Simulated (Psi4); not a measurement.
BiF₃ (SMILES [F][Bi]([F])[F]), singlet, geometry from GFN2-xTB (such geometries of metal compounds can be far from the true shape) (core potentials on Bi); M06-2X/def2-TZVP (Psi4).

Input for Psi4:
```
memory 2 GB

molecule {
0 1
Bi    0.00283361   -0.00403046    0.27310711
F    -1.35263607   -1.00980650   -0.84069305
F    -0.22186672    1.68716206   -0.81262393
F     1.54837061   -0.64018572   -0.86533751
}

set {
  basis def2-tzvp
}

energy('m06-2x')
print_variables()
```

Output, abridged:

```
   => Loading Basis Set <=

    Name: DEF2-TZVP
    Role: ORBITAL
    Keyword: BASIS

    !!!  WARNING: ECP capability is in beta. Please check occupations closely.  !!!

         ---------------------------------------------------------
                                   SCF
               by Justin Turney, Rob Parrish, Andy Simmonett
                          and Daniel G. A. Smith
                              RKS Reference
         ---------------------------------------------------------

  ==> Geometry <==

    Molecular point group: c1
    Full point group: C1

    Geometry (in Angstrom), charge = 0, multiplicity = 1:

       Center              X                  Y                   Z               Mass
    ------------   -----------------  -----------------  -----------------  -----------------
         BI           0.002473805362    -0.003518685502     0.238428669127   208.980399100000
         F           -1.352995874638    -1.009294725502    -0.875371490873    18.998403162730
         F           -0.222226524638     1.687673834498    -0.847302370873    18.998403162730
         F            1.548010805362    -0.639673945502    -0.900015950873    18.998403162730

  Running in c1 symmetry.

  Rotational constants: A =      0.12331  B =      0.12331  C =      0.10374 [cm^-1]
  Rotational constants: A =   3696.83944  B =   3696.83943  C =   3110.12787 [MHz]
  Nuclear repulsion =  206.471889105788080

  Charge       = 0
  Multiplicity = 1
  Electrons    = 50
  Nalpha       = 25
  Nbeta        = 25

  ==> Algorithm <==

  SCF Algorithm Type is DF.
  DIIS enabled.
  MOM disabled.
  Fractional occupation disabled.
  Guess Type is SAD.
  Energy threshold   = 1.00e-06
  Density threshold  = 1.00e-06
  Integral threshold = 1.00e-12

  ==> Primary Basis <==

  Basis Set: DEF2-TZVP
    Blend: DEF2-TZVP
    Number of shells: 49
    Number of basis functions: 143
    Number of Cartesian functions: 167
    Spherical Harmonics?: true
    Max angular momentum: 3

  Core potential: DEF2-TZVP
    Number of shells: 4
    Number of ECP primitives: 18
    Number of ECP core electrons: 60
    Max angular momentum: 3

  ==> DFT Potential <==

   => LibXC <=

    Version 7.1.2
    S. Lehtola, C. Steigemann, M. J. T. Oliveira, and M. A. L. Marques,  SoftwareX 7, 1–5 (2018) (10.1016/j.softx.2017.11.002)

   => Composite Functional: M06-2X <=

    Hybrid M06-2X Meta-GGA XC Functional  (10.1007/s00214-007-0310-x)
    Y. Zhao and D. G. Truhlar,  Theor. Chem. Acc., 120, 215, 2008

    Deriv               =              1
    GGA                 =           TRUE
    Meta                =           TRUE

    Exchange Hybrid     =           TRUE
    MP2 Hybrid          =          FALSE

   => Exchange Functionals <=

    1.0000   XC_HYB_MGGA_X_M06_2X

   => Exact (HF) Exchange <=

    0.5400               HF

   => Correlation Functionals <=

    1.0000   XC_MGGA_C_M06_2X

   => LibXC Density Thresholds  <==

    XC_MGGA_C_M06_2X:  1.00E-12
    XC_HYB_MGGA_X_M06_2X:  1.00E-15

   => Molecular Quadrature <=

    Radial Scheme          =       TREUTLER
    Pruning Scheme         =           NONE
    Nuclear Scheme         =       TREUTLER

    Blocking Scheme        =         OCTREE
    BS radius alpha        =              1
    Pruning alpha          =              1
    Radial Points          =             75
    Spherical Points       =            302
    Total Points           =          87073
    Total Blocks           =            718
    Max Points             =            255
    Max Functions          =            138
    Weights Tolerance      =       1.00E-15

   => Loading Basis Set <=

    Name: (DEF2-TZVP AUX)
    Role: JKFIT
    Keyword: DF_BASIS_SCF

  ==> Integral Setup <==

  SCF_SUBTYPE=INCORE selected. In-core MEM_DF algorithm will be used.
  Using in-core AOs.

  ==> MemDFJK: Density-Fitted J/K Matrices <==

    J tasked:                   Yes
    K tasked:                   Yes
    wK tasked:                   No
    Algorithm:                 Core
    Schwarz Cutoff:           1E-12
    Mask sparsity (%):       6.2399
    Fitting Condition:        1E-10

   => Auxiliary Basis Set <=

  Basis Set: (DEF2-TZVP AUX)
    Blend: DEF2-UNIVERSAL-JKFIT
    Number of shells: 128
    Number of basis functions: 482
    Number of Cartesian functions: 640
    Spherical Harmonics?: true
    Max angular momentum: 6

  Minimum eigenvalue in the overlap matrix is 5.4452074593E-03.
  Reciprocal condition number of the overlap matrix is 1.2931311990E-03.
    Using symmetric orthogonalization.

  ==> Pre-Iterations <==

  SCF Guess: Superposition of Atomic Densities via on-the-fly atomic UHF (no occupation information).

   -------------------------
    Irrep   Nso     Nmo
   -------------------------
     A        143     143
   -------------------------
    Total     143     143
   -------------------------

  ==> Iterations <==

                           Total Energy        Delta E     RMS |[F,P]|

   @DF-RKS iter SAD:  -511.64178081462239   -5.11642e+02   0.00000e+00
   @DF-RKS iter   1:  -513.91825924789930   -2.27648e+00   5.62065e-03 DIIS/ADIIS
   @DF-RKS iter   2:  -513.82485926153083    9.34000e-02   7.38355e-03 DIIS/ADIIS
   @DF-RKS iter   3:  -514.14275930315455   -3.17900e-01   9.19590e-04 DIIS/ADIIS
   @DF-RKS iter   4:  -514.14785045232691   -5.09115e-03   1.87318e-04 DIIS/ADIIS
   @DF-RKS iter   5:  -514.14811606876526   -2.65616e-04   8.81958e-05 DIIS
   @DF-RKS iter   6:  -514.14816055319966   -4.44844e-05   2.47709e-05 DIIS
   @DF-RKS iter   7:  -514.14816486448672   -4.31129e-06   1.00332e-05 DIIS
   @DF-RKS iter   8:  -514.14816557510346   -7.10617e-07   1.20015e-06 DIIS
   @DF-RKS iter   9:  -514.14816561028852   -3.51851e-08   2.60975e-07 DIIS
  Energy and wave function converged.

  ==> Post-Iterations <==

   Electrons on quadrature grid:
      Ntotal   =   50.0000025804 ; deviation = 2.580e-06

    Orbital Energies [Eh]
    ---------------------

    Doubly Occupied:

[...]
      25A     -0.437154

    Virtual:

[...]
     143A    119.649674

    Final Occupation by Irrep:
              A
    DOCC [    25 ]
    NA   [    25 ]
    NB   [    25 ]

  @DF-RKS Final Energy:  -514.14816561028852

   => Energetics <=

    Nuclear Repulsion Energy =            206.4718891057880796
    One-Electron Energy =               -1203.6920820179136626
    Two-Electron Energy =                 506.4713506106670025
    DFT Exchange-Correlation Energy =     -23.3993233088299313
    Empirical Dispersion Energy =           0.0000000000000000
    VV10 Nonlocal Energy =                  0.0000000000000000
    Total Energy =                       -514.1481656102885154

Computation Completed

Properties will be evaluated at   0.000000,   0.000000,   0.000000 [a0]

Properties computed using the SCF density matrix

 Multipole Moments:

 ------------------------------------------------------------------------------------
     Multipole            Electronic (a.u.)      Nuclear  (a.u.)        Total (a.u.)
 ------------------------------------------------------------------------------------

 L = 1.  Multiply by 2.5417464519 to convert [e a0] to [Debye]
 Dipole X            :          0.3807529           -0.3552814            0.0254715
 Dipole Y            :         -0.5407890            0.5053443           -0.0354447
 Dipole Z            :         36.6545861          -34.2424968            2.4120893
 Magnitude           :                                                    2.4124842

 ------------------------------------------------------------------------------------

  Variable Map:
  ----------------------------------------------------------------------------
[...]
  Array Variable Map:
  ----------------------------------------------------------------------------
[...]
[...]
```
